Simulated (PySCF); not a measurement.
SMILES O[Si](O)(O)S (H4O3SSi) (B3LYP/def2-SVP optimised geometry):

```
9

O     -1.012    -1.700    -1.406
Si    -0.561    -0.958     0.000
O     -1.013    -1.722     1.399
O      1.092    -0.958     0.000
S     -1.527     0.958     0.000
H     -0.385    -2.357    -1.735
H     -1.951    -1.693     1.624
H      1.527    -0.787     0.844
H     -1.476     1.081    -1.346
```

Computed with B3LYP/def2-TZVP (PySCF 2.14.0).

Question: What are the frontier orbital energies and the dipole moment?

Answer: HOMO-2 -9.10 eV, HOMO-1 -8.79 eV, HOMO -7.34 eV, LUMO -0.10 eV, LUMO+1 0.33 eV; dipole moment 0.79 D.

On the same geometry PBE/def2-TZVP run with PySCF gives HOMO-2 -7.68 eV, HOMO-1 -7.53 eV, HOMO -6.31 eV, LUMO -0.63 eV, LUMO+1 -0.35 eV; dipole moment 0.83 D.

Meta-Löwdin charges at B3LYP/def2-TZVP: O1 -0.76, Si2 1.42, O3 -0.76, O4 -0.76, S5 -0.33, H6 0.36, H7 0.36, H8 0.36, H9 0.12.
